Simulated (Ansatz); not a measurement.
C2H6ClFOSSi, SMILES `CO[Si](F)(Cl)SC` at its PBE0-D4/def2-TZVP geometry, where that method's forces vanish. Total charge 0; spin multiplicity 1.

```xyz
13

C    -2.2245    0.2924    0.2923
O    -0.8828   -0.1152    0.4940
Si    0.4012    0.8643    0.5440
F     0.3580    1.7783   -0.7594
Cl    0.3322    2.1302    2.1362
S     2.1606   -0.2538    0.6615
C     1.9184   -1.3002   -0.8099
H    -2.8384   -0.6059    0.2276
H    -2.5743    0.9014    1.1306
H    -2.3285    0.8639   -0.6341
H     1.0031   -1.8822   -0.7208
H     2.7733   -1.9742   -0.8444
H     1.9016   -0.6991   -1.7175
```

Problem. What forces (eV/Å) does ωB97M-V/def2-TZVPP give on these atoms in Ansatz 0.2.0? (Best estimate.)

Solution. Ansatz gave: 
```
C1  -0.293  0.090 -0.042
O2   0.179 -0.119  0.030
Si3  0.047 -0.086  0.068
F4  -0.004  0.074 -0.112
Cl5 -0.017  0.032  0.033
S6   0.027  0.071  0.098
C7  -0.023 -0.090 -0.123
H8   0.048  0.088  0.004
H9   0.033 -0.050 -0.069
H10  0.014 -0.048  0.077
H11  0.076  0.045 -0.019
H12 -0.085  0.051 -0.016
H13 -0.004 -0.058  0.069
```
